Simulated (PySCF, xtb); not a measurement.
CH₈FNOSi₂, SMILES C[SiH2]O[Si@@H](N)F.

GFN2-xTB (xtb) at its own geometry gives an orbital gap of 6.07 eV and a dipole moment of 2.23 D.

Geometry optimised at PBE-D3(BJ)/def2-SVP. The structure was generated by enumeration; whether it is a known compound was not checked. The values are those of a single conformer.

**Question.** What does PBE/def2-TZVP (PySCF) give? (Estimate from the structure and the level; the computed values follow.)

**Answer.** gap 6.18 eV (levels -6.55 and -0.37 eV), dipole 2.24 D.
